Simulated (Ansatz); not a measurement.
Computed with Ansatz on PBE0-D4/def2-TZVP structures; ΔE is electronic, products minus reactants. CCSD(T)/CBS adds triple-zeta CCSD(T) − MP2 to the extrapolated MP2 energy (def2 sets, frozen cores). DFT in def2-TZVPP. B3LYP here is the variant with VWN-RPA as its local correlation; programs differ in this. HSE06 is defined as in plane-wave codes. For Ge outer-core shells are correlated without core-valence functions, which leaves a few kJ/mol of doubt a bond. Scalar relativity is left out up to krypton. Each species was taken in one conformer, which may not be the lowest.

`C[CH2][GeH]([CH2]C)[N](C)C` → `C[CH2][Ge][CH2]C` + `CNC`  (germylene formation by 1,1-elimination)

```csv
level,ΔE (kJ/mol),difference from CCSD(T)/CBS
PBE-D4,159.3,-12.8
revPBE-D4,155.0,-17.1
BLYP-D4,140.9,-31.2
r2SCAN-D4,177.6,5.5
B97M-V,177.7,5.6
B3LYP-D4,154.3,-17.8
r2SCANh-D4,179.4,7.3
r2SCAN0-D4,182.2,10.1
HSE06-D4,171.8,-0.3
BHLYP-D4,168.8,-3.3
CAM-B3LYP-D4,167.7,-4.4
ωB97X-V,179.8,7.7
ωB97M-V,165.2,-6.9
B2PLYP,156.9,-15.2
PBE-QIDH,186.5,14.4
PBE,143.3,-28.8
revPBE,122.6,-49.5
BLYP,111.0,-61.1
r2SCAN,171.8,-0.3
PBE0,157.9,-14.2
B3LYP,130.2,-41.9
r2SCANh,173.2,1.1
CAM-B3LYP,152.5,-19.6
LC-ωPBE,177.7,5.6
RPA@PBE/def2-TZVPP,174.7,2.6
HF/def2-SVP,149.5,-22.6
MP2/def2-SVP,195.3,23.2
CCSD/def2-SVP,173.3,1.2
CCSD(T)/def2-SVP,178.1,6.0
HF/def2-TZVPP,143.2,-28.9
MP2/def2-TZVPP,198.6,26.5
SCS-MP2/def2-TZVPP,183.7,11.6
CCSD/def2-TZVPP,178.1,6.0
CCSD(T)/def2-TZVPP,183.5,11.4
HF/def2-QZVPP,140.9,-31.2
MP2/def2-QZVPP,191.2,19.1
SCS-MP2/def2-QZVPP,177.4,5.3
HF/CBS(def2),140.6,-31.5
MP2/CBS(def2),187.1,15.0
CCSD/CBS(def2),166.6,-5.5
CCSD(T)/CBS,172.1,0
```

Largest T1 diagnostic among the species: 0.011.

From r2SCAN to r2SCAN0 (25 % exact exchange), in def2-TZVPP and without D4, ΔE moves by +3.7 kJ/mol. Leaving LDA and LC-ωPBE aside and taking each functional with its dispersion term where it has one, the values spread over 45.6 kJ/mol, from BLYP-D4 to PBE-QIDH. LDA lies +49.8 kJ/mol from PBE without D4.
